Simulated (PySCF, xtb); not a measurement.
C₂H₇MgNSe, SMILES C[N](C)[Mg][SeH]. The values are those of a single conformer.

Harmonic wavenumbers (cm⁻¹) from GFN2-xTB (xtb 6.7.1) at its own minimum, in rising order: 22, 52, 113, 166, 218, 257, 262, 302, 386, 403, 493, 957, 1037, 1069, 1119, 1162, 1211, 1401, 1414, 1457, 1468, 1488, 1496, 2079, 2693, 2712, 2898, 2906, 2920, 2929.

**Question.** What does PBE0-D3(BJ)/def2-SVP in PySCF give at its own minimum? (Estimate from the structure and the level; the computed values follow.)

**Answer.** 61, 84, 85, 175, 194, 214, 259, 298, 396, 496, 628, 1024, 1092, 1108, 1157, 1253, 1283, 1430, 1439, 1442, 1458, 1483, 1499, 2437, 2940, 2947, 2983, 2996, 3080, 3081. Paired by order, the mean absolute difference is 73 cm⁻¹ and the zero-point energies are 53.0 and 55.8 kcal/mol.
